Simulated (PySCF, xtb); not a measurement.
C3H7O2, SMILES C[C](O)CO, multiplicity 2. Other conformers were not sampled.

Harmonic wavenumbers (cm⁻¹) from xtb with GFN2-xTB at its own minimum, in rising order: 55, 77, 135, 286, 332, 354, 412, 492, 820, 928, 948, 1005, 1016, 1112, 1136, 1265, 1317, 1340, 1344, 1392, 1450, 1456, 1475, 2836, 2927, 2965, 2970, 3060, 3520, 3538.

What does PySCF with B3LYP-D3(BJ)/def2-SVP give at its own minimum? (Estimate from the structure and the level; the computed values follow.)

89, 139, 190, 329, 394, 426, 436, 589, 805, 942, 998, 1002, 1032, 1137, 1180, 1313, 1351, 1359, 1405, 1423, 1443, 1463, 1471, 2935, 2971, 3073, 3094, 3127, 3790, 3801. Paired by order, the mean absolute difference is 60 cm⁻¹ and the zero-point energies are 60.0 and 62.5 kcal/mol.
